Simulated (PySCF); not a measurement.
C₇H₁₅, charge +2, quartet, at a GFN2-xTB geometry of the parent state (a state made from the parent by changing its charge; the spin is typed, not shown lowest); MP2/STO-3G (PySCF).

Here is a job for PySCF.
```python
from pyscf import gto, scf, mp

mol = gto.M(
    atom='''
C     3.474209    0.403589    0.073672
C     2.176338   -0.207391   -0.431003
C     1.073349   -0.142870    0.645131
C    -0.132206   -0.868273    0.377157
C    -1.449952   -0.417704    0.693344
C    -1.881565    0.236072   -0.687774
C    -3.305219    0.746197   -0.541357
H     3.885700   -0.169066    0.900778
H     3.323034    1.429202    0.400547
H     4.208222    0.412304   -0.727173
H     1.827867    0.348381   -1.303439
H     2.344375   -1.241541   -0.733475
H     1.489605   -0.691360    1.512766
H     0.894021    0.878642    0.993261
H    -0.038680   -1.789121   -0.193796
H    -1.490567    0.352939    1.461501
H    -2.158761   -1.220437    0.890888
H    -1.208321    1.059544   -0.922677
H    -1.829753   -0.507159   -1.482412
H    -3.384507    1.491218    0.245281
H    -3.591382    1.210642   -1.483760
H    -4.000571   -0.061908   -0.333311
''',
    basis='sto-3g',
    charge=2,
    spin=3,
    verbose=4,
)

mf = scf.UHF(mol)
mf.kernel()

pt = mp.MP2(mf)
pt.kernel()
print('E(MP2) = %.10f' % pt.e_tot)
```

It wrote (shortened):

```
PySCF version 2.14.0

[INPUT] verbose = 4
[INPUT] num. atoms = 22
[INPUT] num. electrons = 55
[INPUT] charge = 2
[INPUT] spin (= nelec alpha-beta = 2S) = 3
[INPUT] symmetry False subgroup None
[INPUT] Mole.unit = angstrom
[INPUT] Symbol           X                Y                Z      unit          X                Y                Z       unit  Magmom
[...]
nuclear repulsion = 305.821488144824
number of shells = 36
number of NR pGTOs = 150
number of NR cGTOs = 50
basis = sto-3g
ecp = {}

******** <class 'pyscf.scf.uhf.UHF'> ********
method = UHF
initial guess = minao
damping factor = 0
level_shift factor = 0
DIIS = <class 'pyscf.scf.diis.CDIIS'>
diis_start_cycle = 1
diis_space = 8
diis_damp = 0
SCF conv_tol = 1e-09
SCF conv_tol_grad = None
SCF max_cycles = 50
direct_scf = True
direct_scf_tol = 1e-13
number electrons alpha = 29  beta = 26
Set gradient conv threshold to 3.16228e-05
init E= -271.830578253157

cycle= 1 E= -269.465156833407  delta_E= 2.37  |g|= 0.339  |ddm|= 3.79
cycle= 2 E= -269.574062708899  delta_E= -0.109  |g|= 0.121  |ddm|= 0.65
cycle= 3 E= -269.602976523713  delta_E= -0.0289  |g|= 0.069  |ddm|= 0.265
cycle= 4 E= -269.62567481189  delta_E= -0.0227  |g|= 0.0512  |ddm|= 0.261
cycle= 5 E= -269.63802427846  delta_E= -0.0123  |g|= 0.0312  |ddm|= 0.215
cycle= 6 E= -269.643040093702  delta_E= -0.00502  |g|= 0.0253  |ddm|= 0.123
cycle= 7 E= -269.647493784098  delta_E= -0.00445  |g|= 0.0129  |ddm|= 0.163
cycle= 8 E= -269.648602948955  delta_E= -0.00111  |g|= 0.00802  |ddm|= 0.0745
cycle= 9 E= -269.649027330632  delta_E= -0.000424  |g|= 0.00657  |ddm|= 0.0402
cycle= 10 E= -269.649369695785  delta_E= -0.000342  |g|= 0.00517  |ddm|= 0.0478
cycle= 11 E= -269.649503746039  delta_E= -0.000134  |g|= 0.00505  |ddm|= 0.0256
cycle= 12 E= -269.649817245317  delta_E= -0.000313  |g|= 0.0035  |ddm|= 0.0536
cycle= 13 E= -269.649976246131  delta_E= -0.000159  |g|= 0.00302  |ddm|= 0.0311
cycle= 14 E= -269.650200805105  delta_E= -0.000225  |g|= 0.00248  |ddm|= 0.056
cycle= 15 E= -269.650346785469  delta_E= -0.000146  |g|= 0.00175  |ddm|= 0.0504
cycle= 16 E= -269.650431987861  delta_E= -8.52e-05  |g|= 0.00124  |ddm|= 0.0452
cycle= 17 E= -269.650464134212  delta_E= -3.21e-05  |g|= 0.00102  |ddm|= 0.0251
cycle= 18 E= -269.650477748213  delta_E= -1.36e-05  |g|= 0.000952  |ddm|= 0.0102
cycle= 19 E= -269.650490405779  delta_E= -1.27e-05  |g|= 0.000902  |ddm|= 0.00896
cycle= 20 E= -269.650520198112  delta_E= -2.98e-05  |g|= 0.000804  |ddm|= 0.0226
cycle= 21 E= -269.650547433092  delta_E= -2.72e-05  |g|= 0.000675  |ddm|= 0.0244
cycle= 22 E= -269.650578437714  delta_E= -3.1e-05  |g|= 0.000517  |ddm|= 0.0376
cycle= 23 E= -269.650590148223  delta_E= -1.17e-05  |g|= 0.00037  |ddm|= 0.0204
cycle= 24 E= -269.650600782075  delta_E= -1.06e-05  |g|= 0.000381  |ddm|= 0.0347
cycle= 25 E= -269.650601688603  delta_E= -9.07e-07  |g|= 0.000162  |ddm|= 0.00375
cycle= 26 E= -269.650602696067  delta_E= -1.01e-06  |g|= 0.00014  |ddm|= 0.0107
cycle= 27 E= -269.650602940592  delta_E= -2.45e-07  |g|= 5.3e-05  |ddm|= 0.00357
cycle= 28 E= -269.650602962651  delta_E= -2.21e-08  |g|= 3.68e-05  |ddm|= 0.000789
cycle= 29 E= -269.650602982467  delta_E= -1.98e-08  |g|= 2.91e-05  |ddm|= 0.000463
cycle= 30 E= -269.650602999057  delta_E= -1.66e-08  |g|= 1.91e-05  |ddm|= 0.000516
cycle= 31 E= -269.650603006667  delta_E= -7.61e-09  |g|= 9.75e-06  |ddm|= 0.000455
cycle= 32 E= -269.650603008509  delta_E= -1.84e-09  |g|= 4.61e-06  |ddm|= 0.000246
cycle= 33 E= -269.650603008853  delta_E= -3.44e-10  |g|= 2.67e-06  |ddm|= 0.000189
Extra cycle  E= -269.650603008878  delta_E= -2.47e-11  |g|= 2.2e-06  |ddm|= 6.59e-06
converged SCF energy = -269.650603008878  <S^2> = 3.7796714  2S+1 = 4.0148083

******** <class 'pyscf.mp.ump2.UMP2'> ********
nocc = (np.int64(29), np.int64(26)), nmo = (50, 50)
E(UMP2) = -269.988473111222  E_corr = -0.337870102344395
E(SCS-UMP2) = -270.017522881033  E_corr = -0.36691987215539
E_corr(same-spin) = -0.0444510584514049
E_corr(oppo-spin) = -0.293419043892991
E(MP2) = -269.9884731112
```
